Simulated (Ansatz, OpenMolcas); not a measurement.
# Computed against measured: atomisation enthalpy at 298 K

8 molecules; the atomisation enthalpy at 298 K in kJ/mol, computed less measured. Shapes, held fixed at every level: PBE0-D4/def2-TZVP. Flexible molecules stand in one conformer, not always the lowest. Thermal terms are harmonic and unscaled (PBE0-D4/def2-TZVP); the spin-orbit lowering of the free atoms is taken from their spectra. Programs: Ansatz 0.2.0, OpenMolcas 26.06. Measured values: Active Thermochemical Tables, CRC Handbook of Chemistry and Physics, NIST-JANAF tables.

Levels: A = M06-2X/aug-cc-pVDZ; B = HSE06/aug-cc-pVDZ; C = wB97X-V/def2-TZVPP.

```json
{"molecule": "BClF2 (chlorodifluoroborane)", "from tabulated heats": "1736", "A": "-33", "B": "-49", "C": "-2"}
{"molecule": "SOF2 (thionyl fluoride)", "from tabulated heats": "1229", "A": "-104", "B": "-112", "C": "+42"}
{"molecule": "CF4 (SMILES FC(F)(F)F)", "from tabulated heats": "1968", "A": "-21", "B": "-32", "C": "+7"}
{"molecule": "SiH2F2 (SMILES F[SiH2]F)", "from tabulated heats": "1836", "A": "-120", "B": "-167", "C": "-23"}
{"molecule": "C2H2F2 (vinylidene fluoride)", "from tabulated heats": "2361", "A": "-15", "B": "-3", "C": "+18"}
{"molecule": "PH2(PH2) (diphosphine)", "from tabulated heats": "1484", "A": "-28", "B": "-62", "C": "+39"}
{"molecule": "CH5N (methylamine)", "from tabulated heats": "2300", "A": "-45", "B": "-32", "C": "+4"}
{"molecule": "C2H5F (SMILES CCF)", "from tabulated heats": "2876", "A": "-50", "B": "-33", "C": "-1"}
```

Problem. Sum up the errors.

Solution. 
```tsv
level	kind	mean error	mean absolute error	worst case
M06-2X/aug-cc-pVDZ	global hybrid	-52.0	52.0	SiH2F2
HSE06/aug-cc-pVDZ	range-separated hybrid	-61.2	61.2	SiH2F2
wB97X-V/def2-TZVPP	range-separated hybrid	+10.5	17.0	SOF2
```

On this set wB97X-V/def2-TZVPP has the smallest mean absolute error and HSE06/aug-cc-pVDZ the largest. M06-2X/aug-cc-pVDZ is too low in 8 of 8; HSE06/aug-cc-pVDZ is too low in 8 of 8. The heats of PH2(PH2) come from older tables and can be uncertain by 10 kJ/mol or more. The tabulated values of BClF2, SOF2, SiH2F2, C2H2F2 are in doubt (older tables, estimates, or at odds with other calculations) and kept here. Over the 4 molecules whose values aren't doubted the mean absolute errors are A 36.0; B 39.8; C 12.8. The set is small.
